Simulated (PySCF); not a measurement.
Work out the structure from these simulated measurements.

Formula: C2H7GeN.

| Property | Result |
| --- | --- |
| 1H NMR | chemical shifts (computed TMS as zero) by class: 6.67 (1 H), 6.39 (1 H), 6.22 (1 H), 4.89 (2 H), -0.35 (2 H) ppm [GIAO CAM-B3LYP/pcSseg-2] |
| UV, first state | lowest singlet excitation: 5.65 eV (219 nm, f = 0.010) [TDDFT PBE0/def2-SVPD] |
| XPS | C1s 290.2, C1s 290.5, N1s 404.3 eV [ΔSCF SCAN, pcX-2 on the ionised atom, pcseg-1 elsewhere, spin-free X2C] |
| Triplet | lowest triplet excitation (Tamm–Dancoff): 4.24 eV [TDA PBE0/def2-SVPD] |
| 13C NMR | chemical shifts (computed TMS as zero) by class: 153.2 (1 C), 147.8 (1 C) ppm [GIAO CAM-B3LYP/pcSseg-2] |
| Rotational structure | rotational constants A, B, C: 11.265, 2.829, 2.484 GHz [PBE0-D3(BJ)/def2-SVP] |

Gas-phase values; electronic properties from PySCF, density fitting. Levels stand in brackets. Geometry: PBE0-D3(BJ)/def2-SVP, one conformer, isolated molecule. The calculation (core ionisation apart) is non-relativistic and has no spin–orbit coupling, an omission that weighs most on germanium. NMR classes are plain means over equivalent atoms (diastereotopic ones count apart unless rotation or inversion swaps them), as if these changed places fast.

Problem. What is the compound? Reason from the data.

Solution. Numbering: `[CH2:1]=[CH:2][GeH2:3][NH2:4]`. 2 carbons fall into 2 classes; from least to most shielded: alkene CH carbon [C2] (153.2 ppm), terminal =CH2 carbon [C1] (147.8 ppm). Hydrogen classes from least to most shielded: 1 H on an alkene CH carbon, C2 (6.67 ppm), 1 H on a terminal =CH2 carbon, C1 (6.39 ppm), 1 H on a terminal =CH2 carbon, C1 (6.22 ppm), 2 H on a germanium bonded to C, N and 2 H, Ge3 (4.89 ppm), 2 H on a nitrogen bonded to Ge and 2 H, N4 (-0.35 ppm). The core levels belong to: C1s 290.2 eV, alkene CH carbon [C2]; C1s 290.5 eV, terminal =CH2 carbon [C1]; N1s 404.3 eV, nitrogen bonded to Ge and 2 H [N4]. No core level of Ge was computed. S1 is mainly HOMO→LUMO (weight 0.97); the largest Löwdin shares of the orbital it empties are 0.63 on the nitrogen bonded to Ge and 2 H, 0.13 on the germanium bonded to C, N and 2 H, 0.09 on a Ge–H hydrogen and 0.06 on an N–H hydrogen, of the orbital it fills 0.35 on the terminal =CH2 carbon, 0.29 on the alkene CH carbon, 0.12 on the germanium bonded to C, N and 2 H and 0.05 on a vinylic hydrogen. The optimised geometry has point group C1 and is an asymmetric top. Structure: `C=[CH][GeH2][NH2]`. Computed isomers that give other values at the same levels: `[H]/N=[CH]\[GeH2][CH3]` (rotational constant A: 10.511 GHz; this holds for the one conformer computed); `C/N=[CH]\[GeH3]` (core binding energies: C1s 291.3, C1s 291.5, N1s 404.8 eV). The assignments are read from this structure; whether some other isomer fits the data as well wasn't checked. NMR values of atoms bound to Ge lack the spin–orbit term that these neighbours bring.

The values belong to the conformer `[CH2:1]=[CH:2][GeH2:3][NH2:4]`: C1–C2–Ge3–N4 128°, H–N4–Ge3–C2 174°, H–N4–Ge3–C2 -61°.
